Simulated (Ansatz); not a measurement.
Cartesian coordinates in Å:
```
F 1.206 -1.387 -0.008
Ti -0.140 -0.346 -0.371
F -1.598 -1.215 -0.730
S -0.600 0.901 1.463
Cl 0.413 0.957 -2.032
H 0.719 1.089 1.677
```

The species carries charge 0 and has multiplicity 1.

Problem. List the r2SCAN/def2-TZVPP orbital energies in eV (Ansatz 0.2.0). (Best estimate.)

Solution. Computed: Occupied: -4858.41, -2753.72, -2409.79, -667.00, -666.90, -540.35, -450.49, -450.44, -450.43, -255.12, -214.25, -193.60, -193.55, -193.54, -158.31, -158.20, -158.16, -65.49, -41.93, -41.58, -41.36, -30.95, -30.67, -21.30, -19.22, -12.23, -12.16, -11.71, -11.59, -11.41, -11.13, -10.85, -9.98, -9.08, -8.87, -8.63, -7.48. Lowest empty: -4.17, -4.04, -3.34, -2.88, -2.81, -0.51, 0.56, 1.94.
